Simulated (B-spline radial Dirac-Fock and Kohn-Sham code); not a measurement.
ΔSCF core binding energies without Breit or QED terms, calculated with a radial finite-basis atomic code.

A sound run for the Ne³⁺ ion, configuration [He] 2s2 2p3: The ground state converged in 9 iterations, with total energy -124.04541 Ha, virial ratio 1.99764 and highest orbital energy -94.86 eV. ΔSCF binding energies: K (1s) 963.8 eV. Holes are computed only in closed shells, and unreliable hole states are left out.

A second run, with one unsound setting: The ground state converged in 12 iterations, with total energy -94.37058 Ha, virial ratio 1.13452 and highest orbital energy -79.49 eV. ΔSCF binding energies: K (1s) 1070.9 eV. Holes are computed only in closed shells, and unreliable hole states are left out.

```
iter   energy (Ha)        error
   1      -94.07069611  2.19e-01
   2      -94.34026226  7.42e-02
   3      -94.36597178  1.77e-02
   4      -94.37021679  1.09e-02
   5      -94.37042609  7.47e-03
   6      -94.37054039  2.84e-03
   7      -94.37057863  6.72e-04
   8      -94.37058040  1.18e-04
   9      -94.37058050  1.16e-05
  12      -94.37058050  1.60e-08
```

Question: Which fault fits the second run best?
A. spline order too low
B. functional not served
C. speed of light below Z
D. too few iterations

Answer: C. The input had c_factor = 0.0189: c_factor makes c so small that Zα exceeds 1, so any numbers that come out have no meaning.
